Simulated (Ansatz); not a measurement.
Cost and result up the ladder for B₄F₂ (the lowest singlet isomer of a short search) (6 atoms). Total charge 0; singlet. Geometry: PBE-D4/def2-SVP.

```xyz
6

B     1.0293    0.0920    0.9941
B     0.3231    0.4906   -0.5658
B    -0.3230   -0.4907    0.5657
B    -1.0293   -0.0919   -0.9940
F    -2.1559   -0.4679   -1.5585
F     2.1559    0.4679    1.5585
```

Ansatz on 4 threads of Arm Neoverse V2 on a shared host. Times are rough, and most runs start from the orbitals of an earlier one. No level here is sound enough to serve as a yardstick. Binding counts from free atoms at the same level (B doublet, F doublet; other spins of the atoms weren't run), without zero-point energy or a counterpoise term.

B3LYP takes the VWN-RPA correlation. Correlated methods freeze 6 core orbitals. The structure comes from a short search, and lower isomers may exist.

Run but left out: HF/def2-TZVP (restricted singlet, unstable towards broken spin symmetry); HF/STO-3G, HF/6-31G, PBE-QIDH/def2-TZVP (restricted singlet, unstable in another Hartree–Fock run and untested here).

Correlated methods converge slowly with the basis.

| level | functions | wall time | binding energy per atom (eV) | remarks |
| --- | --- | --- | --- | --- |
| B3LYP-D4/6-31G | 54 | 0.5 s | 4.22 | restricted SCF unstable in HF |
| PBE0-D4/def2-SVP | 84 | 0.55 s | 4.67 | restricted SCF unstable in HF |
| LDA (SPW92)/def2-TZVP | 186 | 0.75 s | 5.38 | restricted SCF unstable in HF |
| PBE-D4/def2-TZVP | 186 | 1.2 s | 4.76 | restricted SCF unstable in HF |
| revPBE-D4/def2-TZVP | 186 | 1.3 s | 4.56 | restricted SCF unstable in HF |
| CAM-B3LYP-D4/def2-TZVP | 186 | 1.9 s | 4.45 | restricted SCF unstable in HF |
| PBE-D4/def2-TZVPD | 228 | 2 s | 4.75 | restricted SCF unstable in HF |
| PBE0-D4/def2-TZVP (with forces) | 186 | 2.1 s | 4.57 | restricted SCF unstable in HF |
| r2SCAN-D4/def2-TZVP | 186 | 2.5 s | 4.61 | restricted SCF unstable in HF |
| PBE0-D4/def2-TZVPD | 228 | 2.5 s | 4.57 | restricted SCF unstable in HF |
| r2SCANh-D4/def2-TZVP | 186 | 2.9 s | 4.54 | restricted SCF unstable in HF |
| r2SCAN0-D4/def2-TZVP | 186 | 2.9 s | 4.45 | restricted SCF unstable in HF |
| r2SCAN-D4/def2-TZVPD | 228 | 3.9 s | 4.60 | restricted SCF unstable in HF |
| CCSD(T)/def2-TZVPP | 186 | 42 s | 4.29 | large T1 (0.028), restricted SCF unstable |
